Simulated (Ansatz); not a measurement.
The same path of a periodic cell of 13 atoms, Sc12H (host Sc, host structure hcp, interstitial H) was run twice with different band settings.

Theory: DFT PBEsol, scalar-relativistic, plane waves, PAW (Ansatz). Settings: cutoff 420 eV, k mesh 3x2x3, gaussian smearing 0.1 eV, no spin polarisation.

Relaxed end points:

```xyz
13
Lattice="6.6200 0.0000 0.0000 -4.9650 8.5996 0.0000 0.0000 0.0000 5.2761" Properties=species:S:1:pos:R:3
Sc -0.007 0.005 0.012
Sc -0.008 1.906 2.646
Sc -1.650 2.856 0.000
Sc -1.652 4.773 2.655
Sc -3.306 5.732 0.019
Sc -3.304 7.647 2.670
Sc 3.326 0.005 0.009
Sc 3.325 1.905 2.643
Sc 1.657 2.864 -0.016
Sc 1.658 4.779 2.635
Sc 0.004 5.737 -0.001
Sc 0.003 7.654 2.655
H 4.970 0.955 3.967
```

```xyz
13
Lattice="6.6200 0.0000 0.0000 -4.9650 8.5996 0.0000 0.0000 0.0000 5.2761" Properties=species:S:1:pos:R:3
Sc -0.008 0.012 -0.005
Sc -0.011 1.911 2.637
Sc -1.652 2.862 0.009
Sc -1.653 4.780 2.629
Sc -3.308 5.738 -0.011
Sc -3.306 7.653 2.614
Sc 3.324 0.012 0.001
Sc 3.322 1.912 2.643
Sc 1.655 2.870 0.024
Sc 1.656 4.785 2.649
Sc 0.002 5.743 0.010
Sc 0.001 7.662 2.629
H 4.967 0.964 1.319
```

Common settings: spring 5.0 eV/Å²; force threshold 0.05 eV/Å; end points relaxed.

| run | movable images | climbing image | optimiser | start path | iteration limit |
| --- | --- | --- | --- | --- | --- |
| 1 | 5 | yes | lbfgs | IDPP | 48 |
| 2 | 4 | no | quadratic models (default) | default | 50 |

Q: What does each run give, and how far can it be trusted?

A: Run 1: converged after 8 iterations, highest image 0.686 eV above the first end. By the program's own check the climbing image is a first-order saddle point (lowest curvatures found: -1.92 and 0.46 eV/Å²).
Run 2: converged after 3 iterations, highest image 0.624 eV above the first end. No image climbed, so the highest image needn't sit at the top of the path.
Limits of this set-up: coarse k mesh, odd electron count without spin, a small cell, in which the defect meets its images.
